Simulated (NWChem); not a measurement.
CH3Cl3Si; SMILES Cl[Si](Cl)(C)Cl

Computed with NWChem. Pople sets run with spherical d functions. All runs use the structure optimised with PBE0/def2-SVP. Total energies compare along this basis series because the functional is fixed.

| level | basis functions | energy (Ha) | highest occupied level (eV) | orbital gap (eV) | dipole (D) |
|---|---|---|---|---|---|
| B3LYP/STO-3G | 44 | -1691.2958 | -7.22 | 8.88 | 2.94 |
| B3LYP/3-21G | 67 | -1701.7923 | … | 8.37 | … |
| B3LYP/6-31G* | 92 | -1710.1510 | -8.87 | 8.70 | 2.41 |
| B3LYP/6-31+G* | 112 | -1710.1558 | -8.96 | 8.21 | 2.31 |
| B3LYP/def2-SVP | 101 | -1709.6767 | -8.63 | 8.99 | 2.01 |
| B3LYP/def2-SVPD | 149 | -1709.7044 | -8.97 | 8.38 | 2.08 |
| B3LYP/def2-TZVP | 197 | -1710.3123 | -8.87 | 8.68 | 1.99 |
| B3LYP/6-311++G** | 163 | -1710.2873 | -8.98 | 8.22 | 2.30 |
| B3LYP/aug-cc-pVTZ | 315 | -1710.3337 | -8.93 | 8.23 | 2.03 |

### Question
Some entries are withheld; supply them.

### Answer

- B3LYP/3-21G, highest occupied level (eV): -9.17
- B3LYP/3-21G, dipole (D): 3.05
